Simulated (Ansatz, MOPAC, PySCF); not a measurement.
Interaction energy of CH6Si ··· HF (SMILES C[SiH3] and F). Monomers: optimised at B3LYP-D3(BJ) (def2-TZVP), held rigid. Orientation: lowest of the rigid-body minima from ten starts at GFN2-xTB. Only R, the distance of the centres of mass, is varied, so the lowest point isn't the relaxed dimer.

Methods: RHF/LANL2DZ = restricted Hartree-Fock/LANL2DZ, with its core potentials past Ne, no counterpoise correction (PySCF); RKS-M06-2X/6-31G* = restricted M06-2X/6-31G*, spherical d, no counterpoise correction (PySCF); PM7, restricted, heats of formation (MOPAC); CCSD(T)/aug-cc-pVDZ = CCSD(T) on RHF/aug-cc-pVDZ, frozen core, counterpoise-corrected in Ansatz (a quantum-chemistry and plane-wave program).

Interaction energies in kJ/mol; the last columns give the difference from CCSD(T):

```csv
R / Å,RHF/LANL2DZ,RKS-M06-2X/6-31G*,PM7,CCSD(T)/aug-cc-pVDZ,RHF/LANL2DZ − CCSD(T)/aug-cc-pVDZ,RKS-M06-2X/6-31G* − CCSD(T)/aug-cc-pVDZ,PM7 − CCSD(T)/aug-cc-pVDZ
3.01,27.74,0.80,42.32,14.77,12.97,-13.97,27.56
3.18,15.37,-5.31,28.59,6.20,9.17,-11.51,22.39
3.41,6.30,-8.06,16.69,0.65,5.65,-8.71,16.03
3.64,2.11,-7.87,9.28,-1.45,3.55,-6.42,10.72
3.79,0.79,-7.08,5.95,-1.93,2.72,-5.14,7.89
4.12,-0.25,-4.94,1.39,-1.97,1.72,-2.96,3.37
4.39,-0.34,-3.41,-0.40,-1.66,1.31,-1.76,1.26
4.89,-0.19,-1.60,-1.18,-1.07,0.88,-0.53,-0.11
5.60,-0.09,-0.55,-0.63,-0.57,0.49,0.02,-0.06
6.65,-0.07,-0.21,-0.16,-0.26,0.19,0.05,0.10
7.88,-0.06,-0.12,-0.04,-0.13,0.08,0.01,0.09
```

RHF/LANL2DZ is furthest from CCSD(T)/aug-cc-pVDZ at 3.01 (12.97 kJ/mol, above); its mean absolute difference over the points is 3.52 kJ/mol.

RKS-M06-2X/6-31G* is furthest from CCSD(T)/aug-cc-pVDZ at 3.01 (-13.97 kJ/mol, below); its mean absolute difference over the points is 4.64 kJ/mol.

PM7 is furthest from CCSD(T)/aug-cc-pVDZ at 3.01 (27.56 kJ/mol, above); its mean absolute difference over the points is 8.14 kJ/mol.
